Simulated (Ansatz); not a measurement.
Two spin states of SeCl, each at its own minimum; 2S+1 = 2, 4 were tried, and our sources give no spin for the ground state. No spin–orbit coupling. Se is treated without relativity.

Each state is the lowest solution found for its spin in def2 and cc sets.

The values were computed with Ansatz (Gaussian basis) for Hartree–Fock, density functionals and correlated methods. 

### Question
One of these levels gives 1.518 eV for the energy of the multiplicity-4 state above the multiplicity-2 state. Which one is it?
A) PBE/def2-TZVPP
B) wB97X-V/def2-TZVPP
C) PBE0/def2-TZVPP

### Answer
C, PBE0/def2-TZVPP. The others give 1.378 (PBE/def2-TZVPP), 1.792 (wB97X-V/def2-TZVPP)

Ansatz is a quantum-chemistry and plane-wave program.
